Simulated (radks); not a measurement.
Pt I, 78 electrons, occupied as [Xe] 4f14 5d8 6s2 (not the ground configuration). Method: scalar-relativistic Kohn-Sham, PBE, spin-polarised, spherical densities, finite nucleus; open shells are filled with parallel spins first (spin-orbit coupling, left out, can overturn this in heavy ions); Fermi nuclear charge, rms radius 5.427 fm; computed with a radial shooting solver on a logarithmic mesh with Libxc functionals.

Normalised radial functions P(r) = r R(r), r in bohr:

r          4f down  5p down  5d down
0.0006412   0.0000   0.0011   0.0000
0.0007464   0.0000   0.0014   0.0000
0.000869    0.0000   0.0018   0.0000
0.001012    0.0000   0.0023   0.0000
0.001178    0.0000   0.0030   0.0000
0.001371    0.0000   0.0038   0.0000
0.001596    0.0000   0.0049   0.0000
0.001858    0.0000   0.0063   0.0000
0.00218     0.0000   0.0082   0.0001
0.002538    0.0000   0.0105   0.0001
0.002955    0.0000   0.0135   0.0001
0.00344     0.0000   0.0172   0.0002
0.004005    0.0000   0.0220   0.0003
0.004662    0.0000   0.0281   0.0004
0.005428    0.0000   0.0357   0.0007
0.006319    0.0000   0.0452   0.0010
0.007356    0.0000   0.0570   0.0015
0.008564    0.0001   0.0714   0.0022
0.00997     0.0001   0.0887   0.0033
0.01161     0.0002   0.1094   0.0049
0.01351     0.0004   0.1333   0.0073
0.01573     0.0006   0.1604   0.0106
0.01831     0.0011   0.1898   0.0154
0.02132     0.0019   0.2201   0.0222
0.02502     0.0033   0.2505   0.0322
0.02912     0.0056   0.2741   0.0451
0.0339      0.0094   0.2877   0.0622
0.03947     0.0156   0.2856   0.0843
0.04595     0.0254   0.2615   0.1116
0.05349     0.0407   0.2097   0.1439
0.06227     0.0641   0.1272   0.1798
0.0725      0.0990   0.0159   0.2162
0.0844      0.1496  -0.1151   0.2481
0.09825     0.2206  -0.2477   0.2683
0.1144      0.3163  -0.3553   0.2678
0.1332      0.4397  -0.4067   0.2379
0.155       0.5910  -0.3742   0.1720
0.1805      0.7653  -0.2442   0.0695
0.2101      0.9515  -0.0289  -0.0613
0.2446      1.1325   0.2291  -0.2014
0.287       1.2936   0.4714  -0.3285
0.3341      1.3949   0.5945  -0.3974
0.389       1.4276   0.5556  -0.3898
0.4528      1.3844   0.3417  -0.2947
0.5272      1.2710  -0.0084  -0.1202
0.6137      1.1036  -0.4146   0.1083
0.7145      0.9046  -0.7824   0.3536
0.8318      0.6980  -1.0320   0.5764
0.9683      0.5049  -1.1218   0.7434
1.127       0.3405  -1.0565   0.8349
1.312       0.2127  -0.8801   0.8482
1.528       0.1224  -0.6546   0.7959
1.779       0.0644  -0.4361   0.6989
2.07        0.0307  -0.2597   0.5793
2.41        0.0131  -0.1374   0.4551
2.806       0.0049  -0.0639   0.3389
3.293       0.0015  -0.0244   0.2337
3.834       0.0004  -0.0082   0.1540
4.463       0.0001  -0.0023   0.0949
5.195       0.0000  -0.0005   0.0542
6.048       0.0000  -0.0001   0.0284
7.041       0.0000  0.0000   0.0133
8.197       0.0000  0.0000   0.0055
9.543       0.0000  0.0000   0.0020

4f down: eigenvalue -72.783 eV, 0 radial nodes, <r> = 0.516 bohr, 90 % of the charge inside 0.832 bohr. 5p down: eigenvalue -57.963 eV, 3 radial nodes at r = 0.0739, 0.214, 0.525 bohr, <r> = 1.10 bohr, 90 % of the charge inside 1.60 bohr. 5d down: eigenvalue -7.385 eV, 2 radial nodes at r = 0.196, 0.573 bohr, <r> = 1.65 bohr, 90 % of the charge inside 2.62 bohr.
